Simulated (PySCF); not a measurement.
Method: PySCF with PBE-D3(BJ)/def2-TZVP // BP86-D3(BJ)/def2-SVP. Gas-phase values, no solvent. One relaxed conformer stands for a flexible species; it need not be the lowest. 

Reference species: [Zr(NH2)2(H)2] (neutral, multiplicity 1).

```yaml
coordination_number: 4
HOMO–LUMO gap: 3.87 eV
LUMO: -2.20 eV
```

After one change: the coordination number stays essentially unchanged; the HOMO–LUMO gap decreases by 0.25 eV; the LUMO falls by 0.75 eV.

Task: What was changed between the two runs? The new species is one of these.
(A) [Zr(NH2)4]
(B) [Zr(H)4]
(C) [Zr(NH2)(H)3]
(D) [Zr(NH2)3(H)]

Result: C, [Zr(NH2)(H)3]
